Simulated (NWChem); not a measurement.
Molecule: HSeSBr; SMILES S[Se]Br

```xyz
4

Se     0.7267    -0.6069     0.0048
Br    -0.2276     1.5426     0.0079
S     -0.9713    -1.9576     0.0526
H     -1.2003    -2.0349    -1.2822
```
Atoms are numbered in this order, from 1.

Computed with NWChem. Geometry: optimised at PBE0/def2-SVP. Ions are spin-unrestricted doublets at the neutral geometry; other ion states weren't tried.

**Question.** Estimate the computed values for PBE/def2-SVP. Quantities: vertical ionisation energy, ΔSCF (eV); −ε(HOMO) (eV).

**Answer.** The vertical ionisation energy, ΔSCF (eV) is 8.80 and the −ε(HOMO) (eV) is 5.64.
